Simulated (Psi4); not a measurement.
C₂H₅N, charge +1, doublet, geometry from GFN2-xTB (a state made from the parent by changing its charge; the spin is typed, not shown lowest); Psi4 with WB97X-V/6-31G*.

The Psi4 input:
```
memory 2 GB

molecule {
1 2
  C     1.20157037   -0.25563874    0.05020774
  N    -0.07361319    0.19577290    0.07806270
  C    -1.27780004    0.16328114   -0.10230544
  H     1.82084780    0.42578309   -0.54672561
  H     1.59802141   -0.30357954    1.07231238
  H     1.29216775   -1.26554991   -0.39227970
  H    -1.82455331   -0.67618151   -0.55572515
  H    -1.91381327    1.00326311    0.18856539
}

set basis 6-31g*
set reference uks
set scf_type pk
set puream true
set d_convergence 1e-8
set dft_radial_points 99
set dft_spherical_points 590

energy('wb97x-v')
print_variables()
```

The log (banner, timings and long lists left out):

```
   => Loading Basis Set <=

    Name: 6-31G*
    Role: ORBITAL
    Keyword: BASIS

         ---------------------------------------------------------
                                   SCF
               by Justin Turney, Rob Parrish, Andy Simmonett
                          and Daniel G. A. Smith
                              UKS Reference
         ---------------------------------------------------------

  ==> Geometry <==

    Molecular point group: c1
    Full point group: C1

    Geometry (in Angstrom), charge = 1, multiplicity = 2:

       Center              X                  Y                   Z               Mass
    ------------   -----------------  -----------------  -----------------  -----------------
         C            1.223996859559    -0.274468613111     0.044811575892    12.000000000000
         N           -0.051186700441     0.176943026889     0.072666535892    14.003074004430
         C           -1.255373550441     0.144451266889    -0.107701604108    12.000000000000
         H            1.843274289559     0.406953216889    -0.552121774108     1.007825032230
         H            1.620447899559    -0.322409413111     1.066916215892     1.007825032230
         H            1.314594239559    -1.284379783111    -0.397675864108     1.007825032230
         H           -1.802126820441    -0.695011383111    -0.561121314108     1.007825032230
         H           -1.891386780441     0.984433236889     0.183169225892     1.007825032230

  Running in c1 symmetry.

  Rotational constants: A =      3.04035  B =      0.30718  C =      0.29474 [cm^-1]
  Rotational constants: A =  91147.42530  B =   9208.95630  C =   8835.95539 [MHz]
  Nuclear repulsion =   72.909433390747054

  Charge       = 1
  Multiplicity = 2
  Electrons    = 23
  Nalpha       = 12
  Nbeta        = 11

  ==> Algorithm <==

  SCF Algorithm Type is PK.
  DIIS enabled.
  MOM disabled.
  Fractional occupation disabled.
  Guess Type is SAD.
  Energy threshold   = 1.00e-06
  Density threshold  = 1.00e-08
  Integral threshold = 1.00e-12

  ==> Primary Basis <==

  Basis Set: 6-31G*
    Blend: 6-31G*
    Number of shells: 28
    Number of basis functions: 52
    Number of Cartesian functions: 55
    Spherical Harmonics?: true
    Max angular momentum: 2

  ==> DFT Potential <==

   => LibXC <=

    Version 7.1.2
    S. Lehtola, C. Steigemann, M. J. T. Oliveira, and M. A. L. Marques,  SoftwareX 7, 1–5 (2018) (10.1016/j.softx.2017.11.002)

   => Composite Functional: WB97X-V <=

    wB97X-V Hyb-GGA Exchange-Correlation Functional

    N. Mardirossian and M. Head-Gordon,  Phys. Chem. Chem. Phys. 16, 9904–9924 (2014) (10.1039/C3CP54374A)

    Deriv               =              1
    GGA                 =           TRUE
    Meta                =          FALSE

    Exchange Hybrid     =           TRUE
    MP2 Hybrid          =          FALSE

   => Exchange-Correlation Functionals <=

    1.0000   wB97X-V range-separated functional

   => Exact (HF) Exchange <=

    0.8330            HF,LR [omega = 0.3000]
    0.1670               HF

   => LibXC Density Thresholds  <==

    XC_HYB_GGA_XC_WB97X_V:  1.00E-14

   => VV10 Non-Local Parameters <=

    VV10 B              =     6.0000E+00
    VV10 C              =     1.0000E-02

   => Molecular Quadrature <=

    Radial Scheme          =       TREUTLER
    Pruning Scheme         =           NONE
    Nuclear Scheme         =       TREUTLER

    Blocking Scheme        =         OCTREE
    BS radius alpha        =              1
    Pruning alpha          =              1
    Radial Points          =             99
    Spherical Points       =            590
    Total Points           =         441671
    Total Blocks           =           3173
    Max Points             =            256
    Max Functions          =             52
    Weights Tolerance      =       1.00E-15

  ==> Integral Setup <==

  Using in-core PK algorithm.
   Calculation information:
      Number of atoms:                   8
      Number of AO shells:              28
      Number of primitives:             65
      Number of atomic orbitals:        55
      Number of basis functions:        52

      Integral cutoff                 1.00e-12
      Number of threads:                 1

  Performing in-core PK
  Using 2850393 doubles for integral storage.
  We computed 81770 shell quartets total.
  Whereas there are 82621 unique shell quartets.

  Computing range-separated integrals for PK
  We computed 81770 wK shell quartets total.
  Whereas there are 82621 wK unique shell quartets.

  ==> DiskJK: Disk-Based J/K Matrices <==

    J tasked:                  Yes
    K tasked:                  Yes
    wK tasked:                 Yes
    Omega:               3.000E-01
    Schwarz Cutoff:          1E-12

  Minimum eigenvalue in the overlap matrix is 5.4864746302E-03.
  Reciprocal condition number of the overlap matrix is 1.1949071754E-03.
    Using symmetric orthogonalization.

  ==> Pre-Iterations <==

  SCF Guess: Superposition of Atomic Densities via on-the-fly atomic UHF (no occupation information).

   -------------------------
    Irrep   Nso     Nmo
   -------------------------
     A         52      52
   -------------------------
    Total      52      52
   -------------------------

  ==> Iterations <==

                        Total Energy        Delta E     RMS |[F,P]|

   @UKS iter SAD:  -133.32766318611692   -1.33328e+02   0.00000e+00
   @UKS iter   1:  -133.52349868115320   -1.95835e-01   4.31925e-03 DIIS/ADIIS
   @UKS iter   2:  -133.55143258773350   -2.79339e-02   2.15450e-03 DIIS/ADIIS
   @UKS iter   3:  -133.55760329372694   -6.17071e-03   9.22401e-04 DIIS/ADIIS
   @UKS iter   4:  -133.55900480094758   -1.40151e-03   4.05840e-04 DIIS/ADIIS
   @UKS iter   5:  -133.55938808057581   -3.83280e-04   1.23029e-04 DIIS/ADIIS
   @UKS iter   6:  -133.55949121022641   -1.03130e-04   6.40985e-05 DIIS
   @UKS iter   7:  -133.55951840948242   -2.71993e-05   3.03177e-05 DIIS
   @UKS iter   8:  -133.55952728469506   -8.87521e-06   1.63092e-05 DIIS
   @UKS iter   9:  -133.55953094905212   -3.66436e-06   6.23158e-06 DIIS
   @UKS iter  10:  -133.55953142590451   -4.76852e-07   1.37853e-06 DIIS
   @UKS iter  11:  -133.55953143824183   -1.23373e-08   4.16975e-07 DIIS
   @UKS iter  12:  -133.55953143906871   -8.26873e-10   1.25955e-07 DIIS
   @UKS iter  13:  -133.55953143915750   -8.87894e-11   2.73690e-08 DIIS
   @UKS iter  14:  -133.55953143916241   -4.91696e-12   1.06152e-08 DIIS
   @UKS iter  15:  -133.55953143916298   -5.68434e-13   7.07286e-09 DIIS
  Energy and wave function converged.

  ==> Post-Iterations <==

   Electrons on quadrature grid:
      Nalpha   =   12.0000001184 ; deviation = 1.184e-07
      Nbeta    =   11.0000001481 ; deviation = 1.481e-07
      Ntotal   =   23.0000002665 ; deviation = 2.665e-07

   @Spin Contamination Metric:   9.513509231E-03
   @S^2 Expected:                7.500000000E-01
   @S^2 Observed:                7.595135092E-01
   @S   Expected:                5.000000000E-01
   @S   Observed:                5.000000000E-01

    Orbital Energies [Eh]
    ---------------------

    Alpha Occupied:

[...]
    Alpha Virtual:

[...]
      52A      3.110508

    Beta Occupied:

[...]
    Beta Virtual:

[...]
    Final Occupation by Irrep:
              A
    DOCC [    11 ]
    SOCC [     1 ]
    NA   [    12 ]
    NB   [    11 ]

  @UKS Final Energy:  -133.55953143916298

   => Energetics <=

    Nuclear Repulsion Energy =             72.9094333907470542
    One-Electron Energy =                -316.5868985824610036
    Two-Electron Energy =                 123.2892016366834298
    DFT Exchange-Correlation Energy =     -13.2645017005825707
    Empirical Dispersion Energy =           0.0000000000000000
    VV10 Nonlocal Energy =                  0.0932338164501188
    Total Energy =                       -133.5595314391629813

  UHF NO Occupations:
  HONO-2 :   10  A 1.9989719
  HONO-1 :   11  A 1.9974188
  HONO-0 :   12  A 1.0000000
  LUNO+0 :   13  A 0.0025812
  LUNO+1 :   14  A 0.0010281
  LUNO+2 :   15  A 0.0004705
  LUNO+3 :   16  A 0.0003988

Computation Completed

Properties will be evaluated at   0.000000,   0.000000,   0.000000 [a0]

Properties computed using the SCF density matrix

 Multipole Moments:

 ------------------------------------------------------------------------------------
     Multipole            Electronic (a.u.)      Nuclear  (a.u.)        Total (a.u.)
 ------------------------------------------------------------------------------------

 L = 1.  Multiply by 2.5417464519 to convert [e a0] to [Debye]
 Dipole X            :         -1.4017537            1.0171182           -0.3846355
 Dipole Y            :          0.6902271           -0.8539994           -0.1637723
 Dipole Z            :          0.1180195           -0.2447345           -0.1267150
 Magnitude           :                                                    0.4368323

 ------------------------------------------------------------------------------------

  Variable Map:
  ----------------------------------------------------------------------------
[...]
  Array Variable Map:
  ----------------------------------------------------------------------------
[...]
[...]
```
